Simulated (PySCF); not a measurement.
**Radial density of Rh (rhodium, neutral)**

wB97X, [Kr] 4d7 5s1 5p1, one real determinant (an excited configuration). Computed with PySCF 2.14 in x2c-TZVPPall with one added diffuse shell each of s, p, d, f type (9s7p7d3f1g, 95 functions), with the spin-free X2C one-electron Hamiltonian (Gaussian nucleus).

```tsv
r (bohr)	4πr²ρ (e/bohr)	4πr²(ρα − ρβ)
0.0349	51.64	0.0033
0.0586	52.90	0.0209
0.0986	71.91	0.1159
0.166	50.86	0.3971
0.279	55.37	0.5476
0.469	32.44	-0.0011
0.790	14.90	1.5768
1.33	10.24	2.2065
2.23	2.304	1.1618
3.76	0.5969	0.5258
6.32	0.09798	0.0978
10.6	0.002522	0.0025
```

Densities and radii are taken from the X2C orbitals without a picture-change correction, which distorts them close to the nucleus.

⟨L²⟩ = 13.81 against 20 for a pure G term, so this real determinant mixes terms.
